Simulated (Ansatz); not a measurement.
```yaml
crystal:
  periodic: [false, false, false]
  atoms:
    - {symbol: F, position_ang: [0.304652, -2.839246, 1.892525]}
    - {symbol: B, position_ang: [0.591906, -1.556908, 0.905018]}
    - {symbol: O, position_ang: [-0.622210, -0.447392, 0.508396]}
    - {symbol: Si, position_ang: [-0.292944, 1.251863, -0.785151]}
    - {symbol: Zn, position_ang: [2.344122, -0.217064, -0.580712]}
    - {symbol: H, position_ang: [-0.790138, 2.738363, 0.220191]}
    - {symbol: H, position_ang: [-1.535389, 1.070371, -2.160279]}
basis:
  gaussian: {orbitals: aug-cc-pVDZ, final_grid: {core_spheres: 5, valence_spheres: 4, degree: 11}}
hamiltonian: {xc: {name: rPW86-PBE}, dispersion: d4}
output: {forces: true}
```

```sh
$ ansatz run in.yaml --threads 4 --pin off --events-out ev --progress --plain --max-ram 10444MiB
```

It prints (some lines left out):

```
Functional definition: rPW86-PBE
1598 factors; their error is unknown
mean field evaluation 1: about -61787.8771 eV, gradient 9.8e1 eV
mean field evaluation 2: about -61367.2719 eV, gradient 3.3e2 eV
mean field evaluation 4: about -61787.7464 eV, gradient 9.0e1 eV
mean field evaluation 8: about -61808.1327 eV, gradient 4.4e0 eV
mean field evaluation 16: about -61808.1320 eV, gradient 2.4e-2 eV
mean field -61808.13196909 eV, -2271.4069548075 hartree, gradient 3.2e-5 eV, S^2 0.000000; 1 other end points of the search recorded, 0 dependent functions left out
reference -61808.13217714 eV, -2271.4069624531 hartree; 34, 34 occupied and 139, 139 virtual orbitals, 1598 factors
Total energy: -61808.39781192 eV, -2271.4167243514 hartree
Atom 0 at     0.304652    -2.839246     1.892525 Å, force     0.772521     3.868283    -2.949440 eV/Å
Atom 1 at     0.591906    -1.556908     0.905018 Å, force    -3.661903     0.789943     0.593676 eV/Å
Atom 2 at    -0.622210    -0.447392     0.508396 Å, force     3.551913    -1.691203     0.070703 eV/Å
Atom 3 at    -0.292944     1.251863    -0.785151 Å, force    -1.114500    -0.809178     0.916029 eV/Å
Atom 4 at     2.344122    -0.217064    -0.580712 Å, force    -1.529143    -0.232809     0.640411 eV/Å
Atom 5 at    -0.790138     2.738363     0.220191 Å, force     0.504749    -2.049493    -1.186798 eV/Å
Atom 6 at    -1.535389     1.070371    -2.160279 Å, force     1.476363     0.124457     1.915419 eV/Å
Dipole moment:     0.735435     0.468351    -0.557947 e Å
```

Run time 2.7 s (4 threads of an Arm Neoverse V2 on a shared host); peak host memory 0.42 GiB.
